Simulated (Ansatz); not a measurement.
CdBr₂⁻. Total charge -1; doublet. Geometry B3LYP-D4/def2-TZVP, that of the neutral singlet; atoms count from 1.

```xyz
3

Cd    0.0001   -0.0009   -0.0012
Br   -2.3862   -0.3834    0.1954
Br    2.3862    0.3843   -0.1943
```

In the def2 sets Cd takes a core potential; there is no spin–orbit coupling. The highest occupied level of the charge -1 doublet lies above zero (up to 0.84 eV). By energy differences its removal costs 0.79 eV (vertical, to the charge 0 singlet, at PBE0-D4/def2-TZVPD); a positive level beside a positive removal energy at the same level points to self-interaction error. The structure comes from a short search, and lower isomers may exist.

Estimate the Mulliken populations from the PBE0/def2-TZVPD orbitals of Ansatz.


```json
{"atom": "Cd1", "charge (e)": "-0.22", "spin (α − β)": "1.07", "d electrons": "10.00"}
{"atom": "Br2", "charge (e)": "-0.39", "spin (α − β)": "-0.03", "d electrons": "–"}
{"atom": "Br3", "charge (e)": "-0.39", "spin (α − β)": "-0.03", "d electrons": "–"}
```
Mulliken values and Mayer orders depend strongly on the basis. With diffuse functions, as here, like atoms can get unlike values, and bond orders can come out too low or too high.

Where does the spin sit?

Summed by element: Cd 1.07, Br -0.07, of 1 unpaired in all. Largest on single atoms: Cd1 1.07, Br3 -0.03, Br2 -0.03.
